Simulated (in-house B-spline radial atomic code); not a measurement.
Configurations of the sulfur ion S⁵⁺, with energies counted from [Ne] 3s1. All numbers are computed (scalar-relativistic (X2C) r2SCAN0, spin-polarised, spherical fractional occupations, exact exchange averaged over the configuration; Fermi nucleus of rms radius 3.2611 fm) with a radial B-spline atomic code at the basis-set limit, not measured. Shells without spins written out take the highest spin.

Occupations are held fixed; configurations that lie above the ionisation limit could autoionise.

| configuration | E - E(ref) (eV) | highest orbital | its <r> (bohr) |
| --- | --- | --- | --- |
| [Ne] 3p1 | 13.482 | 3p up | 1.508 |
| [Ne] 4s1 | 44.67 | 4s up | 2.848 |
| [He] 2s2 2p5 3s1 3p1 | 177.19 | 3p up | 1.405 |
| [He] 2s2 2p5 3s1 4p1 | 219.76 | 4p up | 2.929 |
| [He] 2s1 2p6 3s1 3d1 | 254.67 | 3d up | 1.461 |
| [He] 2s1 2p6 3s1 4d1 | 283.82 | 4d up | 3.144 |

**Question.** Order these further configurations by energy, lowest first.
A. [He] 2s2 2p5 3s1 4f1
B. [Ne] 3d1
C. [He] 2s1 2p6 3s1 4s1
D. [He] 2s1 2p6 3s2
E. [He] 2s1 2p6 3s1 4f1

**Answer.** B (31.291 eV), D (225.28 eV), A (229.06 eV), C (272.45 eV), E (286.61 eV).

**Question.** How far above the reference does [He] 2s2 2p5 3s1 4d1 lie?

**Answer.** 226.27 eV; its least bound orbital is 4d up with <r> = 3.143 bohr.
